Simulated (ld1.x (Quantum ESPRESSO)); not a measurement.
What the settings do to the TM potential of Tb

Base potential:

terbium, norm-conserving Troullier–Martins (Kleinman–Bylander form), made with ld1.x (Quantum ESPRESSO) 7.5 (PBE, scalar-relativistic). Core [Kr] 4d10 4f8, reference 5s2 5p6 5d1 6s2 6p0. Waves: 5p (bound): rc 2.40 bohr; 5d (bound): rc 2.50 bohr; 5s (bound): rc 1.40 bohr. Local part: the s channel. Core correction: a·sin(br)/r model core, default radius (core density twice the valence density).

Occupied shells without a wave of their own: 6s. They enter only through the test configuration that unscreens the potential, and ld1.x also counts them in the model core charge.

All-electron outer shells of the reference configuration (PBE, scalar-relativistic, ld1.x):

```tsv
shell	level (eV)	outermost node (bohr)	outermost maximum (bohr)
4d	-153.88	0.26	0.55
5s	-51.27	0.64	1.18
5p	-27.89	0.69	1.33
4f	-8.97	–	0.55
6s	-4.19	1.57	3.32
5d	-2.42	0.77	1.94
6p	-1.33	1.89	4.54
```

Cutoffs, loose and tight: the cutoffs (Ry, on a coarse ladder) from which the occupation-weighted sum of valence levels, in a spherical-Bessel basis at the reference potential, stays within 10 and 1 mRy of its value at 400 Ry. They do not see the model core or the augmentation charge, which bear on the density cutoff. Test errors are all-electron minus pseudo excitation energies from the reference, over the configurations 5s2 5p6 5d1 6s1 6p0; 5s2 5p6 5d1 6s0 6p0; 5s2 5p6 5d0 6s0 6p0; 5s2 5p6 5d0 6s2 6p0; 5s2 5p6 5d0 6s2 6p1; 5s2 5p6 5d1 6s1.5 6p0; 5s2 5p5 5d1 6s2 6p0. A dash means not determined; rows that change the core or the reference have their own tests.

With those shells counted twice in exchange and correlation these files are broken, and their errors move erratically; no question is asked of them.

A true bound ghost makes a file unfit for plane-wave use even where its test errors are small: the radial tests pick states by their node count and pass the ghost by. Where a test does run into it, the solver fails or the error is huge.

Cutoffs are not given where the Bessel-basis levels miss the radial ones by over 6 mRy, ghosts where they miss by over 20 mRy; a channel whose overlap is not positive is not tested.

The default core radius of the base comes out at 1.01 bohr.

| change | outcome | cutoff, loose | cutoff, tight | bound ghosts | largest test error (meV) |
| --- | --- | --- | --- | --- | --- |
| base | generated | 70 Ry | 120 Ry | none | -1205 |
| core [Kr] 4d10, valence charge 19; reference 4f8 5s2 5p6 5d0 6s0 6p0; waves now 5s (bound): rc 2.15 bohr; 5p (bound): rc 2.35 bohr; 5d (bound): rc 3.05 bohr; 4f (bound): rc 0.70 bohr; local potential all-electron potential smoothed inside 1.00 bohr (lloc = -1); core correction Bessel-smoothed model core inside 0.70 bohr | generated | – | – | s, p | 7 of 7 tests not solved or not reliable |
| wave 5s (bound): rc 1.40 bohr becomes 5s (bound): rc 1.04 bohr | generated | 140 Ry | 260 Ry | p | -1414 |
| wave 5d (bound): rc 2.50 bohr becomes 5d (bound): rc 1.70 bohr | generated | 70 Ry | 120 Ry | none | -1204 |
| all radii but the core radius scaled by about 1.15 (s 1.62, p 2.76, d 2.88 bohr) | generated, misses its reference levels by 0.16 eV | 55 Ry | 100 Ry | none | -1721 |
| core correction a·sin(br)/r model core inside 0.62 bohr | generated | 70 Ry | 120 Ry | none | -1205 |
| wave 5p (bound): rc 2.40 bohr becomes 5p (bound): rc 1.88 bohr | generated | 70 Ry | 120 Ry | none | -1209 |
| type PAW; waves now 5s (bound): rc 1.40 bohr; 6s (bound): rc 1.40 bohr; 5p (bound): rcut 2.10, rcutus 2.40 bohr; 6p (bound): rcut 2.10, rcutus 2.40 bohr; 5d (bound): rcut 2.15, rcutus 2.50 bohr; 5d channel at 0.4 Ry: rcut 2.15, rcutus 2.50 bohr; local potential all-electron potential smoothed inside 1.65 bohr (lloc = -1); augmentation BESSEL, radius 1.20 bohr | failed: invmat: error in DGETRF | – | – | – | – |
